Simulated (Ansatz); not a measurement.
## Which is lower?

The two ends of one reaction step of HfH$_{2}$SF$_{4}$, closed shell (PBE0-D4/def2-TZVP).

A:

```
8
angstrom
Hf -0.5427 -0.5753 -0.7313
F 1.3200 -1.0118 -0.6943
F -1.1951 -1.7313 -2.0934
F -1.5396 -1.1586 0.7939
F -0.9542 1.1509 -1.4470
H 1.1041 0.3508 2.0600
S 0.3682 1.2495 1.3845
H 1.4393 1.7257 0.7276
```

B:

Hf1  (-0.725, -0.152, -0.361)
F2  (1.046, -1.429, 0.608)
F3  (0.090, -0.710, -1.977)
F4  (-1.814, -1.411, 0.541)
F5  (-1.986, 1.100, -1.007)
H6  (1.364, -0.603, 1.005)
S7  (0.686, 1.345, 1.125)
H8  (1.339, 1.860, 0.066)
(Å)

Program: Ansatz 0.2.0. Basis: def2-TZVPP. Cores are frozen in the correlated methods. Core potentials replace the inner electrons of the atoms past krypton. B3LYP uses VWN-RPA correlation.

Task: Which structure is lower at CCSD(T), and by how much? (To be estimated.)

Result: By the calculation: A, by 0.910 eV (electronic energy, against the other). By their contacts, A is HfH₂SF₄ ([F][Hf]([F])([F])([F])[SH2]) and B is HfH₂SF₄ ([F][Hf]([F])([F])([FH])[SH]).

All methods give the same order:

```json
{"method": "SPW92", "E(B) − E(A) (eV)": "0.690"}
{"method": "PBE-D4", "E(B) − E(A) (eV)": "0.832"}
{"method": "BLYP-D4", "E(B) − E(A) (eV)": "0.967"}
{"method": "r2SCAN-D4", "E(B) − E(A) (eV)": "0.887"}
{"method": "B97M-V", "E(B) − E(A) (eV)": "0.951"}
{"method": "PBE0-D4", "E(B) − E(A) (eV)": "0.852"}
{"method": "B3LYP-D4", "E(B) − E(A) (eV)": "0.969"}
{"method": "r2SCAN0-D4", "E(B) − E(A) (eV)": "0.885"}
{"method": "BHLYP-D4", "E(B) − E(A) (eV)": "1.008"}
{"method": "CAM-B3LYP-D4", "E(B) − E(A) (eV)": "0.998"}
{"method": "wB97X-V", "E(B) − E(A) (eV)": "0.985"}
{"method": "wB97M-V", "E(B) − E(A) (eV)": "0.933"}
{"method": "B2PLYP", "E(B) − E(A) (eV)": "0.954"}
{"method": "PBE-QIDH", "E(B) − E(A) (eV)": "0.872"}
{"method": "RPA on PBE", "E(B) − E(A) (eV)": "0.944"}
{"method": "HF", "E(B) − E(A) (eV)": "1.145"}
{"method": "MP2", "E(B) − E(A) (eV)": "0.871"}
{"method": "CCSD", "E(B) − E(A) (eV)": "0.959"}
{"method": "CCSD(T)", "E(B) − E(A) (eV)": "0.910"}
```

T1 diagnostic: at most 0.016.

Labels in which every atom is bracketed show which atoms are joined, not bond orders.

For scale, one of the runs: CCSD(T)/def2-TZVPP, 250 basis functions, launched by `ansatz run in.yaml --threads 8 --pin off --events-out ev --progress --plain --max-ram 19148MiB`. Time: 3.3 min of wall clock on 8 CPU threads of an Arm Neoverse V2; the host was shared. Peak host memory: 6.6 GiB.
